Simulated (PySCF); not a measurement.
## Unknown compound

Molecular formula: C5H12OSi2. Simulated spectra:

¹H NMR (400 MHz, computed): δ 4.80 (s, 2H), 4.18 (s, 3H), 3.74 (sept, 1H), 1.28 (d, 6H).

¹³C{¹H} NMR (computed): δ 122.1 (C), 111.7 (C), 70.0 (CH), 26.4 (CH3, 2C).

PySCF calculation with PBE0-D3(BJ)/def2-SVP structure and σ from GIAO-PBE0/pcSseg-1; no relativistic terms, no solvent, fast rotation and ring inversion assumed for equivalent nuclei, a single conformation.

References, each an isolated molecule treated in the same way: ¹H (σ = 31.27 ppm) and ¹³C (σ = 184.41 ppm) vs TMS.

Propose a structure and justify it.

Answers


1. The formula gives 2 degrees of unsaturation (no ring in the answer).
2. 4 carbon signals for 5 carbons: some carbons are equivalent by symmetry or fast rotation.
3. Carbon types of the structure: 2 × C, 1 × CH, 2 × CH3, leaving 5 H on heteroatoms.
4. δC 122.1, 111.7: alkyne carbon.
5. δC 70.0: sp3 CH bonded to O; the inductive effect lowers its shielding.
6. δC 26.4: methyl carbon; aliphatic region, no heteroatom directly attached.
7. δH 4.80: hydrogen on a silicon bonded to C, O.
8. δH 4.18: hydrogen on a silicon bonded to C.
9. δH 3.74: hydrogen on an sp3 CH bonded to O; its carbon carries O, which withdraws density.
10. δH 1.28: hydrogen on a methyl carbon.

The compound is `C([SiH2]OC(C)C)#C[SiH3]`.

This is the structure that produced the data.

Shifts are as computed. Against solution values, carbons near 30 ppm lie about +2 ppm off and those near 130 ppm about +5 ppm. Of 1211 compounds with measured shifts, 218 miss one by over three times the rms of a fit or turn the order of signals round; such compounds aren't used in these exercises. Multiplicities follow the n + 1 count of equivalent neighbours, as no J values were calculated; m marks all less simple cases, F and P coupling included.
